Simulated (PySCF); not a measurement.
A structure optimised at PBE-D3(BJ)/def2-SVP, used in a PySCF frequency run:

```xyz
12

C      2.4084     0.4918    -0.4238
C      1.0935     0.4520    -0.1623
O      0.2884     1.5786    -0.2861
C     -0.9855     1.2139     0.0974
C     -1.0731    -0.0904     0.4347
F     -2.1532    -0.7440     0.8692
C      0.2551    -0.7531     0.2450
F      0.2315    -1.7302    -0.7611
H      2.8874     1.4187    -0.7691
H      3.0130    -0.4175    -0.3120
H     -1.7385     2.0096     0.0894
H      0.6361    -1.2578     1.1611
```
Charge 0, spin multiplicity 1.

**Question.** Write its SMILES and formula.

**Answer.** C=C1OC=C(F)[C@H]1F, C5H4F2O

**Question.** What are its rotational constants (standard atomic weights)?

**Answer.** 3.3659, 1.9080, 1.3085 GHz
